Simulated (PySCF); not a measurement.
Compound: C₇H₁₀NO (charge +1).
Bonds: C1–N2, N2–C3 (aromatic), C3–O4 (aromatic), O4–C5 (aromatic), C5–C6 (aromatic), C6–C7, C7–C8, C8–C9, N2–C6 (aromatic), C7–C9. Hydrogens: H10, H11, H12 on C1; H13 on C3; H14 on C5; H15 on C7; H16, H17 on C8; H18, H19 on C9.

Method used: PBE0-D3(BJ)/def2-SVP geometry optimisation, gas phase in PySCF.

Problem. List the bond lengths, angles and torsions at this level.

Solution. 
```
                  bond  length (Å)     order
                 C1–N2       1.456    single
                 N2–C3       1.318  aromatic
                 C3–O4       1.297  aromatic
                 O4–C5       1.360  aromatic
                 C5–C6       1.363  aromatic
                 C6–C7       1.463    single
          C7–C8, C7–C9       1.516    single
                 C8–C9       1.483    single
                 N2–C6       1.400  aromatic
C1–H10, C1–H11, C1–H12       1.097    single
                C3–H13       1.089    single
                C5–H14       1.086    single
                C7–H15       1.092    single
        C8–H16, C9–H19       1.093    single
        C8–H17, C9–H18       1.094    single
```

Bonds in one row agree within 0.01 Å and their mean is given. Orders are formal, as drawn. A selection of angles:
```
   angle  degrees
C1–N2–C3    125.6
C1–N2–C6    126.1
C3–N2–C6    108.3
N2–C3–O4    110.5
C3–O4–C5    108.1
O4–C5–C6    108.8
C5–C6–C7    132.5
N2–C6–C5    104.3
N2–C6–C7    123.3
C6–C7–C8    119.9
C8–C7–C9     58.6
C7–C8–C9     60.6
```

Dihedral angles: C5–C6–C7–C8 40° (synclinal); C6–C7–C8–C9 -109° (anticlinal); C6–C7–C9–C8 109° (anticlinal). The mirror-image conformer, all signs reversed, is as good.

C5 (aromatic CH next to a ring oxygen) is planar (angles 134.1°, 117.1° and 108.8°, sum 360.0°, 0.00 Å off the plane of its three neighbours). The C–O distances run from 1.297 Å (C3–O4, aromatic) to 1.360 Å (O4–C5, aromatic), a spread of 0.063 Å. C3 (aromatic CH next to a ring nitrogen) is planar (angles 128.1°, 121.4° and 110.5°, sum 360.0°, 0.00 Å off the plane of its three neighbours). The 5 C–C bonds span 1.363 Å (C5–C6, aromatic) to 1.518 Å (C7–C8, drawn single), a spread of 0.155 Å. N2 (three-coordinate ring nitrogen) is planar (angles 126.1°, 125.6° and 108.3°, sum 360.0°, 0.00 Å off the plane of its three neighbours). Of the pairs four or more bonds apart, C1···H15 is among the closest relative to their van der Waals radii: 2.67 Å, 92 % of the sum of Bondi's values. The 5-membered ring N2–C3–O4–C5–C6 has internal angles of 104.3° to 110.5°; it is planar, 0.00 Å rms from its mean plane, widest ring torsion 0°.

Point group: near Cs, missed by 0.29 Å at most; the miss may be what the optimiser left on a soft mode. No PBE0-D3(BJ)/def2-SVP frequencies stand behind this structure, so it isn't proved a minimum.
